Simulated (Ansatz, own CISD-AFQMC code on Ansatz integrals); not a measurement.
C2H5N, SMILES `C=CN` (charge 0, multiplicity 1).

Cartesian coordinates (Å):
SMILES: C=CN
```xyz
8

C     -1.0725    -0.1824     0.5039
C     -0.1361     0.2706    -0.3306
N      1.2380     0.1678    -0.1670
H     -0.8229    -0.7433     1.3967
H     -2.1158     0.0180     0.3146
H     -0.4231     0.8322    -1.2134
H      1.7819     0.1484    -1.0142
H      1.5504    -0.5115     0.5101
```
Charge 0, spin multiplicity 1.

Frozen-core correlation energies in cc-pVDZ at a geometry from B3LYP-D3(BJ)/def2-TZVP, on an HF energy of -133.07866 Ha (<S^2> = 0.00). Wave-function levels are from Ansatz, the walk from an own CISD-AFQMC code on Ansatz integrals (time step 0.005/Ha, trial state from CCSD amplitudes, largest double 0.08).

```
level    correlation energy (mHa)
-------  ------------------------
MP2                        -442.0
CCSD                       -476.2
CCSD(T)                    -491.2
```

What correlation energy does phaseless AFQMC give, and where does it lie among these levels?

-492.8 ± 0.4 mHa (one standard error). AFQMC minus each level: MP2 -50.8 mHa, CCSD -16.6 mHa, CCSD(T) -1.6 mHa.
